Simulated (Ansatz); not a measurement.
Harmonic frequencies (cm⁻¹) at PBE0-D4/def2-TZVP from Ansatz: 21, 66, 93, 114, 208, 461, 595, 629, 676, 727, 973, 975, 1188, 1347, 1429, 1438, 1466, 1476, 3037, 3063, 3121, 3140, 3153, 3158.

Each molecule was computed in one conformer, which needn't be the lowest.

Task: Which molecule is it?
A. `F[SiH2]C[SiH2]`•
B. `C=CC[NH]`•
C. `[CH3][Al][S]C`•
D. `C[SiH](C)[S]`•

Result: C.
